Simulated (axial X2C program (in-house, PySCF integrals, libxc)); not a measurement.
Low determinants of SbCl at the PBE0 level, with spin–orbit coupling

Computed with an in-house all-electron X2C program for linear molecules (integrals from PySCF). Two-component (2c) means X2C with spin–orbit coupling and atomic mean-field two-electron Coulomb and Gaunt terms. Basis: Sb dyall-cv3z [11s12p8d4f1g], Cl dyall-av3z [9s8p3d2f] (cores contracted in-house); Gaussian nuclei, density fitting, unrestricted open shells. Masses: Sb 120.904 u, Cl 34.969 u.

Search at 2.390 Å (vertical energies from the lowest determinant):

```csv
ΔE (eV),state,electrons beyond evenly filled partner blocks,"electrons in ±ω = 1/2, 3/2, 5/2, 7/2"
0.00,Ω = 1,"ω = -1/2, ω = 3/2",45 19 4 0
0.40,Ω = 0,none,46 18 4 0
0.80,Ω = 2,"ω = 1/2, ω = 3/2",45 19 4 0
1.21,Ω = 0,none,44 20 4 0
2.81,Ω = 1,2 × ω = 1/2,46 18 4 0
4.79,Ω = 3,2 × ω = 3/2,46 18 4 0
5.28,Ω = 1,2 × ω = 1/2,44 20 4 0
```

Lowest determinant, Ω = 1 (⟨Sz⟩ = 0.99, ⟨Lz⟩ = 0.01 at PBE0): Re = 2.346 Å, ωe = 370.1 cm⁻¹.

The determinant in row 2 of the search, Ω = 0 (closed shell), was followed along the bond at PBE0; measured from the minimum of the lowest determinant it gives:

Te = 0.394 eV (3180 cm⁻¹), Re = 2.345 Å, ωe = 370.7 cm⁻¹.

(1) Compare the bond of the determinant in row 2 with that of the lowest one.

The search compares states at one distance, so a state with another bond length can lie lower; it is not exhaustive and yields mostly the lowest determinant of each block pattern, so other components and higher states of one pattern are missing. These are energies of single determinants, not of spin-adapted states; PBE0 term energies can be off by some tenths of an eV, and the functional has no current term. Open-shell Ω = 0 determinants with evenly filled partner blocks cannot be reached by this program, so the Ω shown need not be the lowest component. The lowest determinant need not be the ground state where others lie within half an eV. A closed-shell Ω = 0 row of a π² shell mixes the 0⁺ component of the triplet with ¹Σ⁺ and matches no level; 0⁺ can lie lowest.

Results:

(1) At PBE0 its Re is 0.001 Å shorter and its force constant, which goes as ωe², is 1.00 times that of the lowest determinant. T0 ≈ Te + Δωe/2 = 3180 + (0) = 3180 cm⁻¹.
